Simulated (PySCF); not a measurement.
GeHIO, neutral, multiplicity 1. Atoms are numbered in the order given.

```xyz
4

Ge     0.4473    -1.3505     0.0000
I     -0.0569     1.1575     0.0000
O     -1.2476    -1.9082     0.0000
H     -1.3173    -2.8686     0.0000
```
Charge 0, spin multiplicity 1.

Geometry optimised at PBE0-D3(BJ)/def2-TZVP. The def2 effective core potentials stand for the cores of I; spin–orbit coupling is left out. The values are those of a single conformer.

All values below come from PBE0-D3(BJ)/def2-TZVP run with PySCF 2.14.0.

Frequencies are harmonic and unscaled.

Computed normal modes with their intensities:
```csv
mode,ν (cm⁻¹),IR (km/mol),moving atoms (share of kinetic energy)
1,167,0.9,"O 65 %, I 19 %, Ge 9 %"
2,244,44.1,"Ge 65 %, I 27 %"
3,437,102.4,H 92 %
4,689,119.2,"O 79 %, Ge 19 %"
5,833,108.2,"H 91 %, O 9 %"
6,3854,109.1,H 94 %
```
